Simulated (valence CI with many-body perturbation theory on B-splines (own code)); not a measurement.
# Ce LIII in brief

Calculated by configuration interaction combined with many-body perturbation theory (CI+MBPT): four valence electrons over a frozen Dirac-Fock core [He], radial functions for each j: 11 s, 11 p, 10 d, 8 f, 5 g, 2 h, with the one-electron correlation potential Σ1, the two-electron term Σ2, the three-electron term Σ3, Breit, model QED; selected CI, second order for the rest, scaled by the run's own slope (own B-spline code, finite nucleus).

No measured spectrum was set against this ion. As an estimate, large intervals hold to a few tenths of a per cent, small ones and those within an open d or f shell to about a per cent. Among the levels kept, up to 880 cm⁻¹ of a level comes from second order outside the variational space, and about a tenth of that is noise between levels of different J, which matters for small intervals.

Levels are named by their leading jj configuration (3d3/2^4 stands for four electrons in 3d with j = 3/2), which in mixed levels can hold well under half, so a name can repeat and another be missing.

Rates and lifetimes use the calculated energies. Strong lines usually hold to 10 to 20 %, long lifetimes can be off by a factor of two.

What is the ground level?

(2s^2 2p1/2^2) J=0, composition 70 % 2s2.2p2 3P + 30 % 2s2.2p2 1S.

How well does LS coupling describe the low levels?

Among the lowest 20 levels the leading LS term, summed over configurations, holds 66 % on average. For single configurations the figures are 66 % in LS and 99 % in jj coupling. Terms mix most in the J = 1 level at 5916.8 × 10³ cm⁻¹, where the leading one holds 34 %.

What is the ionisation energy?

10544 eV; NIST lists 10542 ± 4 eV (theoretical).

Among levels below 61342 × 10³ cm⁻¹, which E1 lines absorb most strongly from the ground level?

to (2s^2 2p1/2 3d3/2) J=1 at 0.1995 nm, f = 0.900; to (2s 2p1/2^2 3p1/2) J=1 at 0.2007 nm, f = 0.575; to (2s 2p1/2^2 3p3/2) J=1 at 0.1957 nm, f = 0.360.

Name the longest-lived excited levels whose lifetime is computed, and their main decay.

(2s^2 2p1/2 2p3/2) J=2 at 3852.3 × 10³ cm⁻¹ lives 849 ns, mostly by E2 to (2s^2 2p1/2^2) J=0; (2s^2 2p1/2 2p3/2) J=1 at 3719.3 × 10³ cm⁻¹ lives 1.58 ns, mostly by M1 to (2s^2 2p1/2^2) J=0.
